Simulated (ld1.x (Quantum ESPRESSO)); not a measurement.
# What one change does to a pseudopotential (magnesium, TM)

```
Element                 : magnesium (Mg)
Generator               : ld1.x (Quantum ESPRESSO) 7.5
Type                    : norm-conserving Troullier–Martins (Kleinman–Bylander form)
Functional              : PBE
Relativity              : non-relativistic
Frozen core             : [He] 2s2
Valence charge          : 8
Reference configuration : 2p6 3s1 3p0 (charge +1)
Partial waves           : 3s (bound): rc 2.35 bohr; 2p (bound): rc 0.70 bohr
Local potential         : all-electron potential smoothed inside 1.30 bohr (lloc = -1)
Core correction         : a·sin(br)/r model core, default radius (core density twice the valence density)
```

Change: all radii but the core radius scaled by about 1.14 (s 2.68, p 0.80 bohr); local potential all-electron potential smoothed inside 1.48 bohr (lloc = -1).

Cutoffs: the cutoffs (Ry, on a coarse ladder) from which the occupation-weighted sum of valence levels, in a spherical-Bessel basis at the reference potential, stays within 10 and 1 mRy of its value at 400 Ry; they do not see the model core or the augmentation charge, which bear on the density cutoff. Errors are all-electron minus pseudo energies relative to the spin-unpolarised reference configuration.

Task: How do hardness, ghosts and transferability respond?

Result: Of the 7 tests that both files solve, the error grows in 3 and shrinks in 4 by more than 15 % and 0.3 meV (median size 32.6 → 46.0 meV); neither file shows a bound ghost.

```tsv
quantity	base	changed
cutoff, loose	260 Ry	230 Ry
cutoff, tight	over 300 Ry	over 300 Ry
loose cutoff by channel (10 mRy a level)	s 6 Ry, p 230 Ry	s 6 Ry, p 200 Ry
bound ghosts	none	none
error for 2p6 3s2 3p0, meV [ΔE -7.95 eV]	+9.9	+7.3
error for 2p6 3s0 3p0, meV [ΔE 15.00 eV]	+3.3	-2.2
error for 2p6 3s1.5 3p0, meV [ΔE -4.81 eV]	+3.0	+2.1
error for 2p6 3s0 3p1, meV [ΔE 4.34 eV]	-66	-122
error for 2p6 3s0 3p2, meV [ΔE -0.80 eV]	-85	-154
error for 2p5 3s2 3p0, meV [ΔE 50.64 eV]	+369	-46
error for 2p6 3s1 3p1, meV [ΔE -4.47 eV]	-33	-61
```
